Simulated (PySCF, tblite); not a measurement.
Isomers of C3H15N2PSi2, one GFN2-xTB conformer each. Single-point energies are computed at PBE0/pcSseg-1 (PySCF, gas phase, no added dispersion term), electronic only.

```
                  SMILES  GFN2-xTB relative energy (kcal/mol)
CN[Si@@]([SiH3])(P)N(C)C                                 28.5
  CN(C)[SiH2]N(C)[SiH2]P                                  0.0
```

Conformers: `[CH3:1][NH:2][Si@@:3]([SiH3:4])([PH2:5])[N:6]([CH3:7])[CH3:8]` with C1–N2–Si3–Si4 -63°, N2–Si3–P5–H -154° and -62°, N2–Si3–N6–C7 -155°; `[CH3:1][N:2]([CH3:3])[SiH2:4][N:5]([CH3:6])[SiH2:7][PH2:8]` with C1–N2–Si4–N5 59°, N2–Si4–N5–C6 -155°, Si4–N5–Si7–P8 -14°, N5–Si7–P8–H 73° and 165°.

What does PBE0/pcSseg-1 give for the same structures?

```csv
SMILES,PBE0/pcSseg-1 E (Eh),PBE0/pcSseg-1 (kcal/mol),GFN2-xTB (kcal/mol),point group
CN(C)[SiH2]N(C)[SiH2]P,-1152.51308,0.0,0.0,C1
CN[Si@@]([SiH3])(P)N(C)C,-1152.49781,9.6,28.5,C1
```

Both levels put the same isomer lowest. As drawn, the higher has an N–H bond and an Si–Si bond, which the lower lacks.

Which frontier levels, dipoles and rotational constants go with these structures?

```
                  SMILES  HOMO (eV, PBE0/pcSseg-1)  LUMO (eV)  dipole (D)       A, B, C (MHz)
  CN(C)[SiH2]N(C)[SiH2]P                     -6.48       0.57        1.08   1337, 1096, 714.2
CN[Si@@]([SiH3])(P)N(C)C                     -6.31       0.09        0.86  1071, 944.4, 813.3
```

What happens when harmonic zero-point energies from GFN2-xTB frequencies are added?

```tsv
SMILES	ZPE (kcal/mol)	electronic (kcal/mol)	with ZPE (kcal/mol)
CN(C)[SiH2]N(C)[SiH2]P	109.9	0.0	0.0
CN[Si@@]([SiH3])(P)N(C)C	110.8	9.6	10.5
```

The zero-point energies span 0.9 kcal/mol. The order is unchanged.
